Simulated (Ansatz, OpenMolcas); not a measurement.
Abstraction of Cl: C3H5Cl + CHBrCl → C3H5 + CHBrCl2

Species: C3H5Cl (2-chloropropene) `C=C(C)Cl`, singlet; CHBrCl `Cl[CH]Br`, doublet; C3H5 `C=[C]C`, doublet; CHBrCl2 (bromodichloromethane) `ClC(Cl)Br`, singlet. A radical takes Cl: the energy is the difference in strength between two C–Cl bonds in different surroundings.

Shapes, held fixed at every level: PBE0-D4/def2-TZVP. Programs: Ansatz 0.2.0, OpenMolcas 26.06. A level may come from different programs for different species; with the same settings they agree closely. The zero-point and thermal change to 298 K, harmonic and unscaled (PBE0-D4/def2-TZVP), is -2.3 kJ/mol.

Question: Estimate ΔH(298 K) of this reaction.

Answer: B2PLYP/def2-TZVPP gives ΔH(298 K) = +84.5 kJ/mol; the levels span +82.8 to +90.2. The median of the levels is +85.0. No measured value is set beside it here. Spin contamination: C3H5 (⟨S²⟩ up to 0.91). Open shells run unrestricted unless RO is named. Relativity is left out for Br unless named. Correlated rows may include outer-core shells of Br, which these sets cover unevenly.

| level | kind | ΔH(298 K) (kJ/mol) |
| --- | --- | --- |
| SPW92/def2-TZVPP | LDA | +90.2 |
| B3LYP/6-31G* (spherical functions) | global hybrid | +86.5 |
| BHLYP-D4/def2-TZVPP | global hybrid | +84.4 |
| PBE0-D4/def2-TZVPP | global hybrid | +85.0 |
| r2SCAN0-D4/def2-TZVPP | global hybrid | +85.3 |
| wB97M-V/def2-TZVPP | range-separated hybrid | +82.8 |
| B2PLYP/def2-TZVPP | double hybrid | +84.5 |
